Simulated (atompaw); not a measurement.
# What one change does to a pseudopotential (Sc (Z = 21), PAW (atompaw))

atompaw 4.2.0.5 input, output lines left out:

```
Sc 21
LDA-PW scalarrelativistic loggrid 1500 logderivrange -3 5 201
4 4 3 0 0 0
4 0 1.5
4 1 0
3 2 1
0 0 0
c
c
c
v
c
c
v
v
2
3.00 2.80 2.60 2.35
y
-0.2
n
y
0.4
n
y
0.15
n
custom polynom vanderbiltortho sinc
bessel
3.00
3.00
3.00
3.00
1.30
3.00
```

Change: reference 3d1.5 4s1.5 4p0.

Cutoffs: the cutoffs (Ry, on a coarse ladder) from which the occupation-weighted sum of valence levels, in a spherical-Bessel basis at the reference potential, stays within 10 and 1 mRy of its value at 400 Ry; they do not see the model core or the augmentation charge, which bear on the density cutoff.

Task: What does the change do?

Result: The potential gets harder (45 Ry and 55 Ry → 45 Ry and 70 Ry); neither file shows a bound ghost.

| quantity | base | changed |
| --- | --- | --- |
| cutoff, loose | 45 Ry | 45 Ry |
| cutoff, tight | 55 Ry | 70 Ry |
| loose cutoff by channel (10 mRy a level) | s 6 Ry, d 45 Ry | s 6 Ry, d 40 Ry |
| bound ghosts | none | none |
| s: phases at 3.01 bohr within 0.05 rad from the reference energy up to (Ry; the scan ends near 5) | 1.9 | 1.9 |
| p: phases at 3.01 bohr within 0.05 rad from the reference energy up to (Ry; the scan ends near 5) | 1.1 | 1.3 |
| d: phases at 3.01 bohr within 0.05 rad from the reference energy up to (Ry; the scan ends near 5) | 0.9 | 0.9 |
| lowest overlap eigenvalue by channel | s 0.34, p 0.56, d 0.33 | s 0.35, p 0.63, d 0.13 |

 The cutoffs see the waves, projectors and local potential, not the compensation charge or the core.
